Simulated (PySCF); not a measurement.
**Spin-orbit coupling and the third ionisation energy along the third row**

Two-component X2C-1e calculated with PySCF 2.14: MP2 on generalised Hartree-Fock spinors (GMP2), with spin-orbit coupling off and on (screened by Boettger's factors); no Breit or QED terms. Values in eV; the references (NIST) lie between the lowest levels. Elements whose determinants are no pure J levels are left out.

| element | configurations | spin-free | with spin-orbit | shift | reference |
| --- | --- | --- | --- | --- | --- |
| Al (x2c-QZVPPall-2c, [Ne] frozen) | [Ne] 3s1 → [Ne] | 28.089 | 28.089 | 0.000 | 28.448 |
| Si (x2c-QZVPPall-2c, [Ne] frozen) | [Ne] 3s2 → [Ne] 3s1 | 32.929 | 32.929 | 0.000 | 33.493 |
| P (x2c-QZVPPall-2c, [Ne] frozen) | [Ne] 3s2 3p1 → [Ne] 3s2 | 29.903 | 29.948 | 0.045 | 30.203 |
| Ar (x2c-QZVPPall-2c, [Ne] frozen) | [Ne] 3s2 3p4 → [Ne] 3s2 3p3 | 40.337 | 40.408 | 0.070 | 40.735 ± 0.012 (s) |

The largest shift is at Ar, 0.070 eV, where spin-orbit coupling lowers the species with more electrons by more than the one with fewer (starting occupations 3p1/2^2 3p3/2^2 and 3p1/2^2 3p3/2^1).

What remains against the references is mostly the basis and correlation beyond MP2. References marked (s) are semi-empirical, (t) theoretical.
